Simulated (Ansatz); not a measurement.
Relaxation of C3H9AlS (14 atoms, charge 0, multiplicity 1), to a largest force component of 0.02 eV/Å in at most 40 steps.

All numbers below come from RKS PBE0-D4/6-31G (Ansatz 0.2.0).

```xyz
14
Properties=species:S:1:pos:R:3:forces:R:3
C 1.766 -0.060 1.161 -1.69 3.37 -0.58
C 0.213 -0.103 0.887 0.93 -0.47 1.03
C -0.114 -0.943 -0.367 4.41 0.10 1.37
S -1.808 -1.071 -0.628 -4.24 -0.48 -0.95
Al -2.159 0.904 -1.717 -0.26 0.41 0.81
H 2.233 0.473 0.284 -0.02 -0.68 0.76
H 1.930 0.604 2.058 0.09 -0.77 -0.71
H 2.177 -1.012 1.311 0.72 -1.52 0.20
H -0.275 -0.537 1.816 0.21 0.34 -1.16
H -0.179 0.929 0.775 0.15 -0.34 0.04
H 0.306 -1.970 -0.180 -0.34 0.82 -0.43
H 0.436 -0.508 -1.232 -0.09 -0.41 0.38
H -2.506 2.261 -0.872 0.05 -0.31 -0.15
H -2.035 1.001 -3.269 0.10 -0.05 -0.63
```

Where does it end, and by what steps?

It converged. Limits of this set-up: no polarisation functions. After 15 steps the energy has fallen by 0.989 eV; H13 moved furthest, 1.88 Å.

| step | energy less start (eV) | largest force component (eV/Å) | accepted |
| --- | --- | --- | --- |
| 0 | 0.0000 | 4.409 | yes |
| 1 | -0.4484 | 2.754 | yes |
| 2 | -0.5307 | 1.262 | yes |
| 3 | -0.5433 | 0.564 | yes |
| 4 | -0.6315 | 0.153 | yes |
| 5 | -0.6762 | 0.252 | yes |
| 6 | -0.7297 | 0.247 | yes |
| 7 | -0.7881 | 0.302 | yes |
| 8 | -0.8445 | 0.287 | yes |
| 9 | -0.8976 | 0.195 | yes |
| 10 | -0.9384 | 0.123 | yes |
| 11 | -0.9670 | 0.086 | yes |
| 12 | -0.9805 | 0.165 | yes |
| 13 | -0.9880 | 0.075 | yes |
| 14 | -0.9891 | 0.023 | yes |
| 15 | -0.9893 | 0.012 | yes |

```xyz
14
Properties=species:S:1:pos:R:3
C 1.880 -0.135 1.033
C 0.368 0.001 0.836
C -0.137 -0.929 -0.257
S -2.027 -0.880 -0.441
Al -2.353 1.018 -1.582
H 2.423 0.108 0.112
H 2.234 0.541 1.819
H 2.150 -1.157 1.323
H -0.159 -0.221 1.772
H 0.120 1.039 0.574
H 0.084 -1.973 -0.021
H 0.315 -0.691 -1.223
H -3.871 1.433 -1.865
H -1.041 1.815 -2.051
```

The run took 58 s on 1 CPU thread of a shared host.
